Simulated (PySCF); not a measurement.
Te, triplet (core potentials on Te); B3LYP/def2-TZVP run with PySCF.

PySCF was given this input:
```python
from pyscf import gto, scf, dft

mol = gto.M(
    atom='''
Te    0.00000000    0.00000000    0.00000000
''',
    basis='def2-tzvp',
    ecp={'Te': 'def2-tzvp'},
    spin=2,
    verbose=4,
)

mf = dft.UKS(mol)
mf.xc = 'b3lyp'
mf.init_guess = '1e'
mf = mf.newton()
mf.kernel()
mf.analyze()
```

Q: Predict the main parts of the log of this PySCF run.

A: 
```
PySCF version 2.14.0

[INPUT] verbose = 4
[INPUT] num. atoms = 1
[INPUT] num. electrons = 24
[INPUT] charge = 0
[INPUT] spin (= nelec alpha-beta = 2S) = 2
[INPUT] symmetry False subgroup None
[INPUT] Mole.unit = angstrom
[INPUT] Symbol           X                Y                Z      unit          X                Y                Z       unit  Magmom
[INPUT]  1 Te     0.000000000000   0.000000000000   0.000000000000 AA    0.000000000000   0.000000000000   0.000000000000 Bohr   0.0

nuclear repulsion = 0
number of shells = 16
number of NR pGTOs = 92
number of NR cGTOs = 50
basis = def2-tzvp
ecp = {'Te': 'def2-tzvp'}

******** <class 'pyscf.soscf.newton_ah.SecondOrderUKS'> ********
method = SecondOrderUKS
initial guess = 1e
damping factor = 0
level_shift factor = 0
DIIS = <class 'pyscf.scf.diis.CDIIS'>
diis_start_cycle = 1
diis_space = 8
diis_damp = 0
SCF conv_tol = 1e-09
SCF conv_tol_grad = None
SCF max_cycles = 50
direct_scf = True
direct_scf_tol = 1e-13
number electrons alpha = 13  beta = 11
XC library pyscf.dft.libxc version 7.1.2
    S. Lehtola, C. Steigemann, M. J. T. Oliveira, and M. A. L. Marques,  SoftwareX 7, 1–5 (2018)
XC functionals = b3lyp
    P. J. Stephens, F. J. Devlin, C. F. Chabalowski, and M. J. Frisch,  J. Phys. Chem. 98, 11623 (1994)
radial grids:
    Treutler-Ahlrichs [JCP 102, 346 (1995); DOI:10.1063/1.469408] (M4) radial grids

becke partition: Becke, JCP 88, 2547 (1988); DOI:10.1063/1.454033
pruning grids: <function nwchem_prune>
grids dens level: 3
symmetrized grids: False
atomic radii adjust function: <function treutler_atomic_radii_adjust>
small_rho_cutoff = 0
******** <class 'pyscf.dft.uks.UKS'> Newton solver flags ********
SCF tol = 1e-09
conv_tol_grad = None
max. SCF cycles = 50
direct_scf = True
direct_scf_tol = 1e-13
max_cycle_inner = 12
max_stepsize = 0.05
ah_start_tol = 1e+09
ah_level_shift = 0
ah_conv_tol = 1e-12
ah_lindep = 1e-14
ah_start_cycle = 1
ah_max_cycle = 40
ah_grad_trust_region = 2.5
kf_interval = 4
kf_trust_region = 5
canonicalization = True
Set conv_tol_grad to 3.16228e-05
Initial guess from hcore.

tot grids = 21960

Initial guess E= -209.583122478218  |g|= 10.4253
macro= 0  E= -250.079170033787  delta_E= -40.496  |g|= 9.06424  3 KF 15 JK
macro= 1  E= -261.457832514468  delta_E= -11.3787  |g|= 3.38118  3 KF 15 JK
macro= 2  E= -264.349924226262  delta_E= -2.89209  |g|= 2.58449  2 KF 14 JK
macro= 3  E= -266.202622792038  delta_E= -1.8527  |g|= 0.808014  3 KF 12 JK
macro= 4  E= -266.275923789249  delta_E= -0.073301  |g|= 0.00125969  5 KF 32 JK
macro= 5  E= -266.275923870461  delta_E= -8.12115e-08  |g|= 0.000284407  1 KF 10 JK
macro= 6  E= -266.275924027003  delta_E= -1.56542e-07  |g|= 0.000434073  1 KF 6 JK
macro= 7  E= -266.275920566496  delta_E= 3.46051e-06  |g|= 0.00131594  3 KF 24 JK
macro= 8  E= -266.275919809245  delta_E= 7.57251e-07  |g|= 3.43639e-05  3 KF 26 JK
macro= 9  E= -266.275919785693  delta_E= 2.35527e-08  |g|= 3.64798e-05  1 KF 6 JK
macro= 10  E= -266.275919788382  delta_E= -2.68989e-09  |g|= 5.8397e-05  2 KF 19 JK
macro= 11  E= -266.275919778364  delta_E= 1.0018e-08  |g|= 8.75129e-05  1 KF 8 JK
macro= 12  E= -266.275919663672  delta_E= 1.14692e-07  |g|= 0.000192415  1 KF 10 JK
macro= 13  E= -266.275919665913  delta_E= -2.24077e-09  |g|= 3.48403e-05  2 KF 10 JK
macro= 14  E= -266.275919664378  delta_E= 1.53523e-09  |g|= 8.42066e-05  1 KF 5 JK
macro= 15  E= -266.275919668  delta_E= -3.6224e-09  |g|= 7.24334e-05  1 KF 15 JK
macro= 16  E= -266.275919622585  delta_E= 4.5415e-08  |g|= 7.5686e-05  1 KF 5 JK
macro= 17  E= -266.275919627942  delta_E= -5.35658e-09  |g|= 3.47794e-05  2 KF 19 JK
macro= 18  E= -266.275919597256  delta_E= 3.06854e-08  |g|= 5.95297e-05  1 KF 7 JK
macro= 19  E= -266.275919594292  delta_E= 2.96473e-09  |g|= 0.000131843  1 KF 5 JK
macro= 20  E= -266.275919559817  delta_E= 3.44741e-08  |g|= 1.57161e-05  4 KF 31 JK
macro= 21  E= -266.275919559817  delta_E= 2.27374e-13  |g|= 9.01498e-06  1 KF 2 JK
Canonicalize SCF orbitals
macro X = 22  E=-266.275919559817  |g|= 9.01498e-06  total 44 KF 319 JK

converged SCF energy = -266.275919559817  <S^2> = 2.0066734  2S+1 = 3.0044457
**** SCF Summaries ****
Total Energy =                        -266.275919559817225
Nuclear Repulsion Energy =               0.000000000000000
One-electron Energy =                 -459.491138214940179
Two-electron Energy =                  193.215218655122925
Two-electron Coulomb Energy =          213.540312065008379
DFT Exchange-Correlation Energy =      -20.325093409885465
**** MO energy ****
                             alpha | beta                alpha | beta
MO #1   energy= -6.66057479940078  | -6.59187231421134  occ= 1 | 1
MO #2   energy= -4.80281203042878  | -4.71066975827125  occ= 1 | 1
MO #3   energy= -4.80280223083165  | -4.71066773732432  occ= 1 | 1
MO #4   energy= -4.71539708039373  | -4.69170327792391  occ= 1 | 1
MO #5   energy= -1.99775151878494  | -1.91767581427018  occ= 1 | 1
MO #6   energy= -1.94465475429976  | -1.87309781745659  occ= 1 | 1
MO #7   energy= -1.91094374733723  | -1.87309220686134  occ= 1 | 1
MO #8   energy= -1.91093995748973  | -1.85677926730371  occ= 1 | 1
MO #9   energy= -1.89890242193104  | -0.290625734703171 occ= 1 | 1
MO #10  energy= -0.735372199183443 | -0.290624613745751 occ= 1 | 1
MO #11  energy= -0.332271469183885 | -0.280236926011951 occ= 1 | 1
MO #12  energy= -0.332269358371367 | -1.70035632283042  occ= 1 | 0
MO #13  energy= -0.314066844993122 | -0.613802390976571 occ= 1 | 0
MO #14  energy= 0.117687223787944  | 0.125536233243522  occ= 0 | 0
MO #15  energy= 0.117687683753433  | 0.125536537105556  occ= 0 | 0
MO #16  energy= 0.121870460785985  | 0.128365907110363  occ= 0 | 0
MO #17  energy= 0.162833869501329  | 0.1779628027288    occ= 0 | 0
MO #18  energy= 0.166955334292598  | 0.180479775635227  occ= 0 | 0
MO #19  energy= 0.170976792925955  | 0.182261130836148  occ= 0 | 0
MO #20  energy= 0.170977242823413  | 0.182261615497644  occ= 0 | 0
MO #21  energy= 0.172260230717932  | 0.183760071909344  occ= 0 | 0

spin_pop of  0 Te 4s        0.00170
spin_pop of  0 Te 5s        0.97146
spin_pop of  0 Te 6s        0.01830
spin_pop of  0 Te 7s        0.00447
spin_pop of  0 Te 8s        0.00279
spin_pop of  0 Te 9s        0.00108
spin_pop of  0 Te 4px       0.00006
spin_pop of  0 Te 4py       0.00134
spin_pop of  0 Te 4pz       0.00134
spin_pop of  0 Te 5px       0.00422
spin_pop of  0 Te 5py       0.00008
spin_pop of  0 Te 5pz       0.00008
spin_pop of  0 Te 6px       0.00324
spin_pop of  0 Te 6py      -0.01060
spin_pop of  0 Te 6pz      -0.01057
spin_pop of  0 Te 7px      -0.01006
spin_pop of  0 Te 7py       0.00903
spin_pop of  0 Te 7pz       0.00901
spin_pop of  0 Te 8px       0.00249
spin_pop of  0 Te 8py       0.00009
spin_pop of  0 Te 8pz       0.00009
spin_pop of  0 Te 4dxy     -0.00070
spin_pop of  0 Te 4dyz     -0.00024
spin_pop of  0 Te 4dz^2     0.00395
spin_pop of  0 Te 4dxz     -0.00178
spin_pop of  0 Te 4dx2-y2    0.98665
spin_pop of  0 Te 5dxy      0.00065
spin_pop of  0 Te 5dyz      0.00039
spin_pop of  0 Te 5dz^2     0.00217
spin_pop of  0 Te 5dxz      0.00136
spin_pop of  0 Te 5dx2-y2    0.00426
spin_pop of  0 Te 6dxy      0.00011
spin_pop of  0 Te 6dyz      0.00004
spin_pop of  0 Te 6dz^2     0.00038
spin_pop of  0 Te 6dxz      0.00042
spin_pop of  0 Te 6dx2-y2    0.00253
spin_pop of  0 Te 4f-3     -0.00001
spin_pop of  0 Te 4f-2      0.00000
spin_pop of  0 Te 4f-1      0.00004
spin_pop of  0 Te 4f+0      0.00003
spin_pop of  0 Te 4f+1      0.00004
spin_pop of  0 Te 4f+2     -0.00000
spin_pop of  0 Te 4f+3     -0.00001
spin_pop of  0 Te 5f-3      0.00001
spin_pop of  0 Te 5f-2      0.00000
spin_pop of  0 Te 5f-1      0.00002
spin_pop of  0 Te 5f+0      0.00002
spin_pop of  0 Te 5f+1      0.00002
spin_pop of  0 Te 5f+2     -0.00000
spin_pop of  0 Te 5f+3      0.00001
In total            13.00000 | 11.00000
Dipole moment(X, Y, Z, Debye):  0.00000,  0.00000, -0.00000
```
